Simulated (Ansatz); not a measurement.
`C=COBC` → `BCC1CO1`  (isomerisation)

Computed with Ansatz on PBE0-D4/def2-TZVP structures; ΔE is electronic, products minus reactants. CBS: MP2 limit from def2 TZ/QZ plus the TZ coupled-cluster correction, frozen cores. Functionals use def2-TZVPP. B3LYP here is the variant with VWN-RPA as its local correlation; programs differ in this. One conformer a species, not always the lowest.

`C=COBC`:

Cartesian coordinates in Å:
```
C -0.786 -1.552 0.721
C 0.133 -1.487 -0.228
O 1.187 -0.627 -0.235
B 1.128 0.733 -0.207
C -0.184 1.574 -0.273
H -1.563 -2.302 0.663
H -0.780 -0.880 1.571
H 0.153 -2.174 -1.069
H 2.207 1.254 -0.138
H -0.060 2.402 -0.978
H -0.353 2.048 0.702
H -1.082 1.010 -0.529
```

`BCC1CO1`:

```xyz
12

B     1.726    0.783    0.666
C     0.596    0.440   -0.345
C    -0.687   -0.077    0.234
C    -1.559   -1.001   -0.482
O    -0.710   -1.459    0.559
H     2.849    0.934    0.280
H     1.483    0.969    1.824
H     0.405    1.416   -0.831
H     0.945   -0.206   -1.157
H    -1.142    0.555    0.997
H    -2.624   -1.031   -0.260
H    -1.281   -1.323   -1.483
```

```
             level  ΔE (kJ/mol)  difference from CCSD(T)/CBS
         r2SCAN-D4        229.1                         -3.4
          B3LYP-D4        241.7                          9.2
           ωB97X-V        214.4                        -18.1
           ωB97M-V        228.9                         -3.6
            B2PLYP        236.8                          4.3
               PBE        222.0                        -10.5
            r2SCAN        228.8                         -3.7
    MP2/def2-TZVPP        225.1                         -7.4
SCS-MP2/def2-TZVPP        224.5                         -8.0
   CCSD/def2-TZVPP        229.4                         -3.1
CCSD(T)/def2-TZVPP        230.8                         -1.7
     HF/def2-QZVPP        237.6                          5.1
    MP2/def2-QZVPP        226.2                         -6.3
SCS-MP2/def2-QZVPP        225.9                         -6.6
     MP2/CBS(def2)        226.8                         -5.7
    CCSD/CBS(def2)        231.1                         -1.4
       CCSD(T)/CBS        232.5                            0
```

Largest T1 diagnostic among the species: 0.013.

From PBE to PBE0 (25 % exact exchange), in def2-TZVPP and without D4, ΔE moves by −3.7 kJ/mol. In def2-TZVPP, CCSD(T) changes the Hartree–Fock value by −6.5 kJ/mol (the triples alone add +1.4 kJ/mol) and MP2 by −12.2 kJ/mol.
